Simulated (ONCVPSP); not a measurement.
# oxygen (O): from the effect back to the setting (ONCV)

Base potential:

- Element: O (Z = 8)
- Generator: ONCVPSP 4.0.1
- Type: optimised norm-conserving Vanderbilt (ONCV)
- Functional: PBEsol
- Relativity: scalar-relativistic
- Frozen core: [He]
- Valence charge: 6
- Reference configuration: 2s2 2p2 (charge +2)
- Partial waves: 2s: rc 0.60 bohr, ncon 4, nbas 8, qcut 13.8 1/bohr, 1 projector; 2p: rc 1.45 bohr, ncon 3, nbas 7, qcut 10.8 1/bohr, 1 projector; d scattering state at 0.18 Ha: rc 1.45 bohr, ncon 4, nbas 9, qcut 6.1 1/bohr, 2 projectors, debl 1.4 Ha
- Local potential: polynomial inside 0.55 bohr (lpopt 5, dvloc0 0 Ha)
- Core correction: polynomial model core, fcfact 0.7

Cutoffs, loose and tight: the cutoffs (Ha) at which the residual kinetic energy of the hardest occupied pseudo-wave falls to 1 and 0.1 mHa per electron. They do not see the model core or the augmentation charge, which bear on the density cutoff. Test errors are all-electron minus pseudo excitation energies from the reference, over the configurations 2s2 2p4; 2s2 2p3; 2s2 2p1; 2s0 2p6; variants that change the core or the reference have their own tests.

Only the qcut of the p channel is moved:

```tsv
qcut of the p channel (1/bohr)	cutoff, loose	cutoff, tight	bound ghosts	largest test error (meV)	median size of the test errors
7	94 Ha	444 Ha	none	+917	314.3 meV
9.9	94 Ha	444 Ha	none	+454	158.0 meV
11.4	94 Ha	444 Ha	none	+329	115.0 meV
13	94 Ha	444 Ha	none	+268	94.7 meV
14.4	94 Ha	444 Ha	none	+266	94.2 meV
15.7	94 Ha	444 Ha	none	+245	87.3 meV
```

One more run gave cutoff, loose: 94 Ha; cutoff, tight: 444 Ha; bound ghosts: none; largest test error (meV): +639; median size of the test errors: 223.8 meV. Which value of the qcut of the p channel was used?

8.4 1/bohr. The median size of the test errors moves one way along this sweep, from 314.3 meV at 7 to 87.3 meV at 15.7 1/bohr, which places the run between 7 and 9.9 1/bohr.
